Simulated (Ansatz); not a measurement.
Isolated molecules relaxed with PBE0-D4/def2-TZVP in Ansatz; ΔE leaves out vibrations. CCSD(T)/CBS is the MP2 limit (def2-TZVPP, def2-QZVPP) plus CCSD(T) − MP2 in def2-TZVPP, frozen cores. This one scheme is used for every species. DFT in def2-TZVPP. For Ge outer-core shells are correlated without core-valence functions, which leaves a few kJ/mol of doubt a bond. Scalar relativity is left out up to krypton. Each species was taken in one conformer, which may not be the lowest.

Consider the ligand exchange at a Ge–O bond: `C[O][Ge]([SH])([Cl])[Cl]` + HCl → `[SH][Ge]([Cl])([Cl])[Cl]` + CH₃OH.

(1) Is it downhill or uphill in electronic energy at CCSD(T)/CBS, and by how much? (An estimate is asked.)

(2) What do these levels give: BLYP-D4, B97M-V, ωB97M-V, r2SCAN0, BHLYP, HF/def2-QZVPP? (Estimate.)

Largest T1 diagnostic among the species: 0.011.

Answers

(1) Ansatz gave: Downhill: ΔE = -22.2 kJ/mol.

(2) The calculation gave: BLYP-D4 -24.6, B97M-V -25.1, ωB97M-V -26.4, r2SCAN0 -29.6, BHLYP -29.8, HF/def2-QZVPP -29.5 kJ/mol.

The D4 term adds +3.6 kJ/mol with B3LYP and +2.4 kJ/mol with PBE0; it sums over pairs of atoms, weighted by their polarisabilities, and B3LYP, whose exchange is more repulsive, gets the larger term. In def2-TZVPP, CCSD(T) changes the Hartree–Fock value by +11.9 kJ/mol (the triples alone add +1.5 kJ/mol) and MP2 by +9.4 kJ/mol. At CCSD(T), def2-SVP lies +7.9 kJ/mol from the extrapolated value and def2-TZVPP +4.1 kJ/mol.

B3LYP here is the variant with VWN-RPA as its local correlation; programs differ in this.
